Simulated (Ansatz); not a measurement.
Computed with Ansatz on PBE0-D4/def2-TZVP structures; ΔE is electronic, products minus reactants. CCSD(T)/CBS is the MP2 limit (def2-TZVPP, def2-QZVPP) plus CCSD(T) − MP2 in def2-TZVPP, frozen cores. This one scheme is used for every species. DFT in def2-TZVPP. B3LYP here is the variant with VWN-RPA as its local correlation; programs differ in this. def2 core potentials past Kr. For Br, Zr outer-core shells are correlated without core-valence functions, which leaves a few kJ/mol of doubt a bond. Scalar relativity is left out up to krypton.

Consider the ligand exchange at a Zr–Cl bond: `[Cl][Zr]([Cl])([Cl])[Br]` + H–F → `[F][Zr]([Cl])([Cl])[Br]` + HCl.

`[Cl][Zr]([Cl])([Cl])[Br]`:

Z-matrix (Å, degrees):
```
Zr
Cl 1 2.314
Cl 1 2.314 2 109.4
Br 1 2.472 2 109.5 3 120.1
Cl 1 2.314 2 109.4 3 -119.9
```

H–F:

Cartesian coordinates in Å:
```
F -0.332 0.186 0.258
H 0.332 -0.186 -0.258
```

`[F][Zr]([Cl])([Cl])[Br]`:

Cartesian coordinates in Å:
```
F -0.638 -1.845 -0.244
Zr -0.005 -0.094 -0.019
Cl 1.673 -0.094 1.584
Cl 0.842 0.672 -2.039
Br -1.873 1.361 0.717
```

HCl:

```xyz
2

Cl    0.088   -0.355    0.524
H    -0.088    0.355   -0.524
```

Is it downhill or uphill in electronic energy at CCSD(T)/CBS, and by how much? (Best estimate.)

Ansatz gave: Downhill: ΔE = -9.7 kJ/mol.

What do these levels give: B3LYP-D4, r2SCANh-D4, BHLYP-D4, ωB97M-V, PBE-QIDH, PBE, BLYP, CAM-B3LYP, LC-ωPBE, RPA@PBE/def2-TZVPP, MP2/def2-SVP, HF/CBS(def2)? (An estimate is asked.)

Ansatz gave: B3LYP-D4 -19.7, r2SCANh-D4 -18.6, BHLYP-D4 -15.1, ωB97M-V -22.6, PBE-QIDH -10.4, PBE -23.9, BLYP -31.8, CAM-B3LYP -31.7, LC-ωPBE -33.6, RPA@PBE/def2-TZVPP -17.9, MP2/def2-SVP -22.6, HF/CBS(def2) -23.0 kJ/mol.

Largest T1 diagnostic among the species: 0.015.

From BLYP to BHLYP (50 % exact exchange), in def2-TZVPP and without D4, ΔE moves by +9.5 kJ/mol. The D4 term adds +6.5 kJ/mol with B3LYP and +3.7 kJ/mol with PBE0; it sums over pairs of atoms, weighted by their polarisabilities, and B3LYP, whose exchange is more repulsive, gets the larger term. Leaving LDA and LC-ωPBE aside and taking each functional with its dispersion term where it has one, the values, not all of them listed here, spread over 17.2 kJ/mol, from CAM-B3LYP-D4 to PBE-QIDH. LDA lies +4.6 kJ/mol from PBE without D4.
